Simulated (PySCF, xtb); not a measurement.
C₂H₃Cl₃Si, SMILES C=C[Si](Cl)(Cl)Cl.

GFN2-xTB (xtb) at its own geometry gives an orbital gap of 4.42 eV and a dipole moment of 2.05 D.

Geometry: TPSSh-D3(BJ)/def2-SVP. Other conformers were not sampled.

What does CAM-B3LYP/def2-TZVP in PySCF give? (Estimate from the structure and the level; the computed values follow.)

gap 9.80 eV (levels -9.93 and -0.13 eV), dipole 2.27 D.
